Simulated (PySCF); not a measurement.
## Atomic charges against the basis set

Compound: CF3C(O)CH3, C₃H₃F₃O.
Geometry (PBE0-D3(BJ)/def2-SVP, Å), atoms numbered from 1 in this order:
```xyz
10
C3H3F3O angstrom
C      1.1673    0.0556   -0.6036
C      0.2797    0.1611    0.5967
O      0.6364    0.4338    1.7080
C     -1.2179   -0.1150    0.3278
F     -1.3693   -1.3470   -0.1706
F     -1.9413   -0.0082    1.4235
F     -1.6809    0.7510   -0.5792
H      2.1990    0.2926   -0.3193
H      1.1109   -0.9620   -1.0202
H      0.8183    0.7430   -1.3894
```

PBE0 throughout (PySCF), one geometry, spherical d and f functions. Geometry: PBE0-D3(BJ)/def2-SVP; no solvent, vibrations or thermal averaging. Atoms taken as equivalent share a column and are averaged.

Mulliken charges (e):

```tsv
basis	functions	C1	C2	O3	C4	F5/F6/F7	H8/H9/H10
STO-3G	38	-0.265	+0.143	-0.172	+0.320	-0.110	+0.101
pcSseg-0	69	-0.674	+0.231	-0.409	+0.967	-0.317	+0.279
6-31G	69	-0.575	+0.286	-0.340	+0.755	-0.265	+0.223
6-31G*	104	-0.642	+0.312	-0.371	+0.905	-0.293	+0.225
cc-pVDZ	113	-0.081	-0.030	-0.167	+0.503	-0.159	+0.084
def2-SVP	113	-0.069	-0.045	-0.175	+0.549	-0.173	+0.086
pcSseg-1	134	-0.287	+0.091	-0.307	+0.795	-0.258	+0.161
aug-cc-pVDZ	188	+0.382	-0.074	-0.520	+1.696	-0.467	-0.027
6-311+G(2d,p)	207	-0.566	+0.457	-0.372	+0.807	-0.296	+0.188
def2-TZVP	235	-0.395	+0.136	-0.233	+0.464	-0.149	+0.159
cc-pVTZ	252	-0.301	+0.090	-0.204	+0.487	-0.148	+0.124
IGLO-III	275	-0.442	+0.382	-0.361	+0.505	-0.185	+0.157
```

IAO charges (e):

```json
{"basis": "STO-3G", "functions": "38", "C1": "-0.441", "C2": "+0.142", "O3": "-0.158", "C4": "+0.409", "F5/F6/F7": "-0.137", "H8/H9/H10": "+0.153"}
{"basis": "pcSseg-0", "functions": "69", "C1": "-0.490", "C2": "+0.295", "O3": "-0.308", "C4": "+0.701", "F5/F6/F7": "-0.248", "H8/H9/H10": "+0.182"}
{"basis": "6-31G", "functions": "69", "C1": "-0.496", "C2": "+0.313", "O3": "-0.321", "C4": "+0.697", "F5/F6/F7": "-0.250", "H8/H9/H10": "+0.186"}
{"basis": "6-31G*", "functions": "104", "C1": "-0.482", "C2": "+0.345", "O3": "-0.351", "C4": "+0.769", "F5/F6/F7": "-0.268", "H8/H9/H10": "+0.175"}
{"basis": "cc-pVDZ", "functions": "113", "C1": "-0.483", "C2": "+0.343", "O3": "-0.345", "C4": "+0.763", "F5/F6/F7": "-0.267", "H8/H9/H10": "+0.175"}
{"basis": "def2-SVP", "functions": "113", "C1": "-0.473", "C2": "+0.340", "O3": "-0.343", "C4": "+0.764", "F5/F6/F7": "-0.268", "H8/H9/H10": "+0.172"}
{"basis": "pcSseg-1", "functions": "134", "C1": "-0.480", "C2": "+0.349", "O3": "-0.354", "C4": "+0.766", "F5/F6/F7": "-0.270", "H8/H9/H10": "+0.176"}
{"basis": "aug-cc-pVDZ", "functions": "188", "C1": "-0.491", "C2": "+0.356", "O3": "-0.362", "C4": "+0.774", "F5/F6/F7": "-0.273", "H8/H9/H10": "+0.180"}
{"basis": "6-311+G(2d,p)", "functions": "207", "C1": "-0.493", "C2": "+0.357", "O3": "-0.362", "C4": "+0.773", "F5/F6/F7": "-0.273", "H8/H9/H10": "+0.181"}
{"basis": "def2-TZVP", "functions": "235", "C1": "-0.494", "C2": "+0.356", "O3": "-0.362", "C4": "+0.783", "F5/F6/F7": "-0.275", "H8/H9/H10": "+0.181"}
{"basis": "cc-pVTZ", "functions": "252", "C1": "-0.496", "C2": "+0.355", "O3": "-0.360", "C4": "+0.781", "F5/F6/F7": "-0.274", "H8/H9/H10": "+0.181"}
{"basis": "IGLO-III", "functions": "275", "C1": "-0.495", "C2": "+0.357", "O3": "-0.363", "C4": "+0.778", "F5/F6/F7": "-0.274", "H8/H9/H10": "+0.182"}
```

Hirshfeld charges (e):

| basis | functions | C1 | C2 | O3 | C4 | F5/F6/F7 | H8/H9/H10 |
| --- | --- | --- | --- | --- | --- | --- | --- |
| STO-3G | 38 | -0.050 | +0.091 | -0.131 | +0.238 | -0.079 | +0.030 |
| pcSseg-0 | 69 | -0.111 | +0.146 | -0.192 | +0.244 | -0.086 | +0.057 |
| 6-31G | 69 | -0.103 | +0.148 | -0.202 | +0.249 | -0.090 | +0.060 |
| 6-31G* | 104 | -0.102 | +0.150 | -0.213 | +0.241 | -0.083 | +0.058 |
| cc-pVDZ | 113 | -0.117 | +0.140 | -0.196 | +0.235 | -0.079 | +0.058 |
| def2-SVP | 113 | -0.121 | +0.148 | -0.202 | +0.244 | -0.082 | +0.059 |
| pcSseg-1 | 134 | -0.122 | +0.148 | -0.205 | +0.250 | -0.084 | +0.060 |
| aug-cc-pVDZ | 188 | -0.127 | +0.143 | -0.206 | +0.246 | -0.083 | +0.064 |
| 6-311+G(2d,p) | 207 | -0.117 | +0.141 | -0.207 | +0.246 | -0.085 | +0.064 |
| def2-TZVP | 235 | -0.122 | +0.144 | -0.206 | +0.243 | -0.083 | +0.064 |
| cc-pVTZ | 252 | -0.124 | +0.144 | -0.205 | +0.242 | -0.082 | +0.062 |
| IGLO-III | 275 | -0.127 | +0.143 | -0.206 | +0.245 | -0.083 | +0.065 |

Some averages cover members that differ in this geometry, most widely: H8/H9/H10, Mulliken in aug-cc-pVDZ -0.136 to +0.029; F5/F6/F7, Mulliken in IGLO-III -0.197 to -0.161; F5/F6/F7, Mulliken in def2-SVP -0.185 to -0.149; F5/F6/F7, Mulliken in cc-pVTZ -0.160 to -0.124 e.

Which scheme is steadiest as the basis changes?

Largest range over the bases for any column: Hirshfeld 0.08 e, IAO 0.37 e, Mulliken 1.38 e. Hirshfeld charges move least and Mulliken charges most, counted in e. Without the minimal STO-3G basis the ranges are Hirshfeld 0.02, IAO 0.09, Mulliken 1.23 e.

How much do the charges still move between the two largest bases, cc-pVTZ and IGLO-III?

At most, over all atoms: Mulliken 0.292 e, IAO 0.004 e, Hirshfeld 0.003 e.

What do the same runs give for the total energy, the frontier levels and the dipole moment?

| basis | energy (Eh) | HOMO (eV) | LUMO (eV) | μ (D) |
| --- | --- | --- | --- | --- |
| STO-3G | -483.6109 | -4.29 | 2.00 | 1.49 |
| pcSseg-0 | -489.2236 | -8.43 | -1.82 | 2.70 |
| 6-31G | -490.2320 | -8.30 | -1.65 | 2.76 |
| 6-31G* | -490.3701 | -7.93 | -1.18 | 2.43 |
| cc-pVDZ | -490.4082 | -7.99 | -1.25 | 2.40 |
| def2-SVP | -490.0102 | -8.15 | -1.39 | 2.49 |
| pcSseg-1 | -490.3409 | -8.33 | -1.56 | 2.61 |
| aug-cc-pVDZ | -490.4468 | -8.32 | -1.63 | 2.71 |
| 6-311+G(2d,p) | -490.5390 | -8.38 | -1.66 | 2.74 |
| def2-TZVP | -490.5892 | -8.30 | -1.56 | 2.65 |
| cc-pVTZ | -490.5642 | -8.23 | -1.48 | 2.58 |
| IGLO-III | -490.5955 | -8.34 | -1.63 | 2.70 |

The dipole is fixed by the density alone, so its range of 1.27 D shows that the density itself changes with the basis, not only its division among atoms.
